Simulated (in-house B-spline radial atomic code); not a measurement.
RPA and G0W0 on CAM-B3LYP: the magnesium ion Mg²⁺

Configuration [He] 2s2 2p6, mean-field start CAM-B3LYP. Computed with an all-electron radial atomic-structure program (B-spline basis): all electrons, non-relativistic, point nucleus, each spin shell either full or empty, empty states to l = 9 with an (l + 1/2)⁻⁴ tail; G0W0 by contour deformation at full frequency.

Command:
```bash
python run_gw.py task.json out
```
Settings (radii: box in bohr, nucleus in fm):
```
Z                        12
electrons                10
configuration            [He] 2s2 2p6
hamiltonian              nr
method                   camb3lyp
lmax                     9
spin_polarised           False
box_radius               17.55
intervals                48
```

Run time, properties included: 1.1 s on 1 thread of Arm Neoverse N1 (shared host).

Energies (hartree):

```tsv
term	value
mean-field total	-199.22922
Hartree-Fock functional on these orbitals	-198.82407
direct second order	-0.66485
second-order exchange	0.23564
SOSEX correction	0.21532
```

(1) What is the RPA correlation energy, and what remains with SOSEX?

Quasi-particle levels (eV):

| level | occupied | mean field | Σx - vxc | Σc | QP weight | G0W0 |
| --- | --- | --- | --- | --- | --- | --- |
| 2p | yes | -72.21 | -9.95 | ? | ? | ? |
| 2s | yes | -106.40 | -15.81 | 5.31 | 0.908 | -116.90 |
| 3s | no | -17.116 | 2.57 | -0.39 | 0.996 | -14.935 |

G0W0 = mean field + (Σx - vxc) + Σc, with Σc (partial-wave tail included) taken at the quasi-particle energy. Levels of low weight are left out.

(2) Where does G0W0 put 2p?

## Answers

(1) RPA gives -0.58469 hartree (-1.59 eV per electron); RPA + SOSEX gives -0.36937, and the second-order doubles -0.42921 hartree (no singles). SOSEX takes back 37 % of the RPA value.

(2) At -80.20 eV, with Σc = 1.96 eV and a quasi-particle weight of 0.952. The tabulated removal energy is 80.144 eV (NIST, measured); the calculation leaves out relativity, Breit and QED terms, and what these don't explain is the method's own error.
